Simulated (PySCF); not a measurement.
C4H5Si, SMILES [C]1=C[SiH2]C=C1, doublet (PBE0/def2-SVP optimised geometry):

```
10

C     -1.458     0.905    -1.152
C     -0.796     0.891     0.000
Si    -0.037    -0.838     0.000
C     -0.782    -1.302    -1.664
C     -1.490    -0.227    -2.080
H     -0.738     1.703     0.727
H     -0.515    -1.703     1.123
H      1.458    -0.838     0.000
H     -0.710    -2.223    -2.248
H     -2.049    -0.173    -3.020
```

Calculation: unrestricted PBE0/def2-TZVP (PySCF).

What are the frontier orbital energies (α orbitals alone; a β orbital can be the lowest empty one) and the dipole moment?

HOMO-2 -9.19 eV, HOMO-1 -7.05 eV, HOMO -6.68 eV, LUMO -1.71 eV, LUMO+1 0.72 eV; dipole moment 0.68 D.

On the same geometry PySCF 2.14.0 with unrestricted PBE/def2-TZVP gives HOMO-2 -7.89 eV, HOMO-1 -6.06 eV, HOMO -5.26 eV, LUMO -2.63 eV, LUMO+1 -0.11 eV; dipole moment 0.70 D.

Meta-Löwdin charges at PBE0/def2-TZVP: C1 -0.02, C2 -0.39, Si3 0.62, C4 -0.36, C5 -0.10, H6 0.15, H7 -0.08, H8 -0.08, H9 0.14, H10 0.13.
